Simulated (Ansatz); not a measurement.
Born–Oppenheimer molecular dynamics of AlH5N2O (9 atoms, charge 0, multiplicity 1). It starts from a relaxed structure.

Method: Ansatz 0.2.0, RKS PBE0/def2-SVP.

```json
{
 "ensemble": "NVE (velocity Verlet)",
 "time step": "0.5 fs",
 "steps asked": "100",
 "starting velocities drawn for": "1500 K",
 "seed": "649602"
}
```

Frames 0.5 fs apart, positions in Å, forces in eV/Å.

Velocities at 40 fs (Å/ps):

```
Al -1.82 2.04 9.50
N -2.04 -1.83 -8.87
H 1.39 -16.72 -23.90
H 22.18 9.88 -1.14
O 3.63 0.74 -7.67
H -4.83 -11.43 58.12
N -0.12 -1.13 -2.70
H 12.29 0.59 -3.77
H -9.93 -7.57 -1.10
```

```xyz
9
Properties=species:S:1:pos:R:3:forces:R:3 time_fs=40 energy_less_start_eV=0.817 T=599
Al -0.123 -0.240 0.202 1.18 0.52 -1.65
N 0.058 -0.019 1.883 -0.34 -0.16 1.72
H -0.159 -0.414 2.774 -0.57 -0.57 0.25
H 0.677 0.728 2.114 0.80 0.74 -0.09
O 1.344 -0.113 -0.655 -1.29 -1.44 3.12
H 1.779 0.195 -1.380 1.52 1.14 -2.82
N -1.350 -0.009 -1.003 -1.29 -0.18 -0.96
H -2.374 0.129 -1.015 1.09 -0.25 -0.29
H -0.881 -0.112 -1.927 -1.10 0.20 0.72
9
Properties=species:S:1:pos:R:3:forces:R:3 time_fs=40.5 energy_less_start_eV=0.930 T=481
Al -0.124 -0.239 0.206 1.26 0.52 -2.14
N 0.057 -0.020 1.879 0.13 0.42 1.98
H -0.159 -0.423 2.763 -0.58 -0.60 0.43
H 0.690 0.734 2.113 0.36 0.21 -0.22
O 1.345 -0.113 -0.658 -2.67 -2.27 5.04
H 1.779 0.191 -1.355 2.73 1.96 -4.64
N -1.350 -0.010 -1.004 -1.01 -0.22 -0.78
H -2.367 0.129 -1.017 0.78 -0.21 -0.27
H -0.887 -0.116 -1.926 -0.99 0.19 0.60
9
Properties=species:S:1:pos:R:3:forces:R:3 time_fs=41 energy_less_start_eV=1.005 T=403
Al -0.124 -0.238 0.211 1.30 0.51 -2.62
N 0.056 -0.021 1.875 0.56 0.94 2.29
H -0.161 -0.434 2.752 -0.57 -0.59 0.54
H 0.703 0.740 2.112 -0.07 -0.30 -0.32
O 1.347 -0.113 -0.661 -3.45 -2.70 5.96
H 1.785 0.191 -1.340 3.38 2.39 -5.48
N -1.351 -0.010 -1.006 -0.68 -0.26 -0.51
H -2.358 0.129 -1.020 0.35 -0.15 -0.25
H -0.896 -0.119 -1.925 -0.84 0.16 0.40
9
Properties=species:S:1:pos:R:3:forces:R:3 time_fs=41.5 energy_less_start_eV=0.980 T=428
Al -0.125 -0.237 0.215 1.31 0.51 -3.09
N 0.055 -0.022 1.871 0.91 1.35 2.64
H -0.163 -0.446 2.743 -0.52 -0.54 0.56
H 0.715 0.746 2.110 -0.44 -0.73 -0.40
O 1.347 -0.114 -0.663 -3.26 -2.51 5.45
H 1.799 0.197 -1.338 3.10 2.19 -4.90
N -1.351 -0.011 -1.007 -0.32 -0.30 -0.17
H -2.348 0.128 -1.024 -0.14 -0.08 -0.22
H -0.906 -0.121 -1.922 -0.63 0.12 0.13
9
Properties=species:S:1:pos:R:3:forces:R:3 time_fs=42 energy_less_start_eV=0.892 T=518
Al -0.126 -0.236 0.219 1.29 0.51 -3.52
N 0.054 -0.022 1.868 1.16 1.61 3.03
H -0.167 -0.459 2.735 -0.46 -0.44 0.50
H 0.727 0.750 2.107 -0.74 -1.07 -0.43
O 1.348 -0.114 -0.664 -2.25 -1.80 3.83
H 1.820 0.209 -1.349 2.03 1.47 -3.22
N -1.351 -0.012 -1.009 0.03 -0.33 0.21
H -2.338 0.127 -1.028 -0.66 -0.01 -0.18
H -0.919 -0.124 -1.919 -0.40 0.07 -0.20
9
Properties=species:S:1:pos:R:3:forces:R:3 time_fs=42.5 energy_less_start_eV=0.834 T=579
Al -0.126 -0.234 0.223 1.24 0.50 -3.91
N 0.054 -0.022 1.865 1.29 1.71 3.42
H -0.172 -0.473 2.728 -0.37 -0.30 0.37
H 0.737 0.751 2.103 -0.94 -1.28 -0.43
O 1.348 -0.116 -0.665 -0.90 -0.90 1.88
H 1.847 0.223 -1.367 0.66 0.55 -1.24
N -1.352 -0.012 -1.011 0.31 -0.35 0.61
H -2.330 0.126 -1.032 -1.13 0.06 -0.14
H -0.932 -0.126 -1.916 -0.16 0.02 -0.55
9
Properties=species:S:1:pos:R:3:forces:R:3 time_fs=43 energy_less_start_eV=0.853 T=560
Al -0.126 -0.233 0.226 1.18 0.50 -4.26
N 0.053 -0.022 1.863 1.30 1.67 3.78
H -0.178 -0.488 2.722 -0.26 -0.13 0.19
H 0.745 0.749 2.098 -1.03 -1.39 -0.38
O 1.348 -0.117 -0.665 0.35 -0.09 0.20
H 1.874 0.239 -1.387 -0.60 -0.27 0.48
N -1.352 -0.013 -1.012 0.47 -0.36 0.96
H -2.324 0.125 -1.037 -1.47 0.11 -0.09
H -0.945 -0.128 -1.915 0.06 -0.04 -0.87
9
Properties=species:S:1:pos:R:3:forces:R:3 time_fs=43.5 energy_less_start_eV=0.931 T=478
Al -0.126 -0.232 0.229 1.12 0.49 -4.56
N 0.053 -0.022 1.862 1.21 1.50 4.08
H -0.185 -0.503 2.716 -0.15 0.04 0.01
H 0.750 0.744 2.092 -1.03 -1.37 -0.29
O 1.347 -0.118 -0.665 1.30 0.51 -1.02
H 1.901 0.255 -1.407 -1.56 -0.88 1.72
N -1.353 -0.014 -1.014 0.48 -0.34 1.21
H -2.322 0.124 -1.042 -1.61 0.13 -0.04
H -0.959 -0.131 -1.916 0.24 -0.08 -1.11
9
Properties=species:S:1:pos:R:3:forces:R:3 time_fs=44 energy_less_start_eV=1.024 T=378
Al -0.127 -0.231 0.231 1.07 0.48 -4.81
N 0.053 -0.021 1.861 1.01 1.22 4.28
H -0.192 -0.518 2.711 -0.05 0.22 -0.17
H 0.752 0.736 2.086 -0.92 -1.24 -0.17
O 1.348 -0.119 -0.665 1.94 0.92 -1.79
H 1.923 0.268 -1.423 -2.20 -1.29 2.52
N -1.353 -0.015 -1.015 0.32 -0.30 1.32
H -2.324 0.124 -1.047 -1.53 0.12 0.02
H -0.972 -0.133 -1.920 0.36 -0.11 -1.21
9
Properties=species:S:1:pos:R:3:forces:R:3 time_fs=44.5 energy_less_start_eV=1.094 T=302
Al -0.127 -0.229 0.233 1.03 0.47 -5.00
N 0.054 -0.020 1.861 0.71 0.84 4.36
H -0.199 -0.533 2.705 0.05 0.37 -0.30
H 0.753 0.725 2.079 -0.69 -1.00 -0.01
O 1.348 -0.120 -0.666 2.32 1.16 -2.20
H 1.941 0.279 -1.433 -2.59 -1.54 2.97
N -1.353 -0.016 -1.016 0.03 -0.26 1.26
H -2.329 0.124 -1.052 -1.25 0.08 0.08
H -0.983 -0.136 -1.926 0.40 -0.12 -1.15
9
Properties=species:S:1:pos:R:3:forces:R:3 time_fs=45 energy_less_start_eV=1.122 T=271
Al -0.126 -0.228 0.235 1.02 0.46 -5.14
N 0.054 -0.019 1.862 0.31 0.38 4.31
H -0.206 -0.547 2.699 0.13 0.50 -0.38
H 0.752 0.711 2.072 -0.36 -0.66 0.17
O 1.349 -0.121 -0.667 2.47 1.27 -2.35
H 1.952 0.285 -1.435 -2.77 -1.65 3.15
N -1.354 -0.017 -1.016 -0.34 -0.21 1.03
H -2.338 0.124 -1.057 -0.82 0.02 0.15
H -0.994 -0.139 -1.935 0.37 -0.11 -0.94
9
Properties=species:S:1:pos:R:3:forces:R:3 time_fs=45.5 energy_less_start_eV=1.106 T=288
Al -0.126 -0.226 0.236 1.02 0.45 -5.22
N 0.054 -0.018 1.864 -0.16 -0.13 4.13
H -0.213 -0.559 2.691 0.19 0.58 -0.40
H 0.750 0.695 2.065 0.06 -0.23 0.38
O 1.350 -0.122 -0.668 2.43 1.27 -2.27
H 1.957 0.288 -1.430 -2.77 -1.65 3.10
N -1.354 -0.018 -1.017 -0.74 -0.17 0.67
H -2.348 0.124 -1.061 -0.32 -0.05 0.22
H -1.004 -0.142 -1.947 0.29 -0.08 -0.60
```

Of the whole run (50 fs, mean temperature of the second half 534 K): The conserved energy stayed within 1.6 meV per atom of its start (net change 0.75 meV per atom), so the integration is sound. A run of 0.05 ps of so small a system gives no equilibrium averages.

Time of the run: 4 min on 1 thread of Arm Neoverse V2, with other jobs on the host, peak memory 0.15 GiB.
